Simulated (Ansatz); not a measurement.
C2H8GaO2P (SMILES C[O][Ga]([PH2])[O]C), singlet, at a GFN2-xTB geometry (such geometries of metal compounds can be far from the true shape), atoms displaced at random by about 0.08 Å a coordinate; R2SCAN/STO-3G, gradient run with Ansatz (a program for electronic structure).

Ansatz was given this input:
Ansatz 0.2 input:
```yaml
crystal:
  periodic: [false, false, false]
  atoms:
    - {symbol: Ga, position_ang: [0.09333472, 0.00476568, -0.04747431]}
    - {symbol: O, position_ang: [-0.98153343, -1.27855259, 0.21751157]}
    - {symbol: C, position_ang: [-2.08505049, -1.81869257, 1.05916273]}
    - {symbol: H, position_ang: [-2.79024827, -1.00645214, 1.54839549]}
    - {symbol: H, position_ang: [-2.87951747, -2.19704066, 0.31799578]}
    - {symbol: H, position_ang: [-1.72496245, -2.53177276, 1.84953194]}
    - {symbol: O, position_ang: [1.36259140, -0.32315650, -0.97895181]}
    - {symbol: C, position_ang: [2.02346043, -1.47696508, -1.56506585]}
    - {symbol: H, position_ang: [2.04054320, -1.31436873, -2.39625172]}
    - {symbol: H, position_ang: [2.92782261, -1.58838151, -1.26155071]}
    - {symbol: H, position_ang: [1.51965023, -2.41395170, -1.12395584]}
    - {symbol: P, position_ang: [0.03926692, 2.49452789, 0.56389002]}
    - {symbol: H, position_ang: [-1.39808956, 2.52406865, -0.29412570]}
    - {symbol: H, position_ang: [0.60850244, 2.58351848, -0.57786815]}
basis:
  gaussian:
    orbitals: STO-3G
hamiltonian:
  xc: r2scan
output: {forces: true}
```

What the program printed (banner, timings and long lists left out):

```
Functional definition: r2SCAN
679 factors; integrals over basis functions are off by at most 6.1e-5 eV
mean field evaluation 1: about -65988.7929 eV, gradient 3.2e2 eV
mean field evaluation 2: about -66859.8766 eV, gradient 1.3e2 eV
mean field evaluation 4: about -67079.0684 eV, gradient 9.5e1 eV
mean field evaluation 8: about -67146.8754 eV, gradient 7.2e1 eV
mean field evaluation 16: about -67158.3572 eV, gradient 4.3e-2 eV
mean field -67158.35722663 eV, -2468.0241065093 hartree, gradient 5.2e-5 eV, S^2 0.000000; 0 other end points of the search recorded, 0 dependent functions left out
the calculation of the forces begins
reference -67158.35723498 eV, -2468.0241068159 hartree; 41, 41 occupied and 14, 14 virtual orbitals, 679 factors
Total energy: -67158.35723498 eV, -2468.0241068159 hartree
Atom 0 at     0.093335     0.004766    -0.047474 Å, force    -0.057934    -2.682530    -0.365424 eV/Å
Atom 1 at    -0.981533    -1.278553     0.217512 Å, force     1.850435     1.542805     0.063116 eV/Å
Atom 2 at    -2.085050    -1.818693     1.059163 Å, force    -2.075999     3.160251    -1.142635 eV/Å
Atom 3 at    -2.790248    -1.006452     1.548395 Å, force     2.034788    -1.009949    -0.144584 eV/Å
Atom 4 at    -2.879517    -2.197041     0.317996 Å, force     1.480842    -0.873965     0.851693 eV/Å
Atom 5 at    -1.724962    -2.531773     1.849532 Å, force    -0.256065     0.116352    -0.731683 eV/Å
Atom 6 at     1.362591    -0.323157    -0.978952 Å, force    -2.358803     2.018867     2.500400 eV/Å
Atom 7 at     2.023460    -1.476965    -1.565066 Å, force    -9.015850    -4.200764    20.110714 eV/Å
Atom 8 at     2.040543    -1.314369    -2.396252 Å, force    -0.300091     2.734476   -21.534018 eV/Å
Atom 9 at     2.927823    -1.588382    -1.261551 Å, force     8.251842    -0.172539     3.090601 eV/Å
Atom 10 at     1.519650    -2.413952    -1.123956 Å, force     0.383976     0.850762    -1.950097 eV/Å
Atom 11 at     0.039267     2.494528     0.563890 Å, force    -5.895869    -2.502103     1.310985 eV/Å
Atom 12 at    -1.398090     2.524069    -0.294126 Å, force     3.342426     0.117684     2.347611 eV/Å
Atom 13 at     0.608502     2.583518    -0.577868 Å, force     2.616301     0.900653    -4.406680 eV/Å
Dipole moment:     0.022903    -0.338559    -0.039157 e Å
```
